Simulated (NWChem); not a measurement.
System: sulfur difluoride (SF2); SMILES S(F)F

All runs: NWChem. Pople sets run with spherical d functions. Each level has its own optimisation. Computed dipoles belong to the equilibrium geometry; the measured one is vibrationally averaged.

Measured dipole moment: 1.05 D (NIST CCCBDB, as tabulated in the package chemicals).

```json
[
 {"level": "PBE0/STO-3G", "dipole moment (D)": "0.57", "computed − measured": "-0.48"},
 {"level": "PBE0/3-21G", "dipole moment (D)": "1.52", "computed − measured": "+0.47"},
 {"level": "PBE0/6-31G*", "dipole moment (D)": "1.22", "computed − measured": "+0.17"},
 {"level": "PBE0/6-31+G*", "dipole moment (D)": "1.45", "computed − measured": "+0.40"},
 {"level": "PBE0/6-311G**", "dipole moment (D)": "1.56", "computed − measured": "+0.51"},
 {"level": "PBE0/6-311++G**", "dipole moment (D)": "1.59", "computed − measured": "+0.54"}
]
```
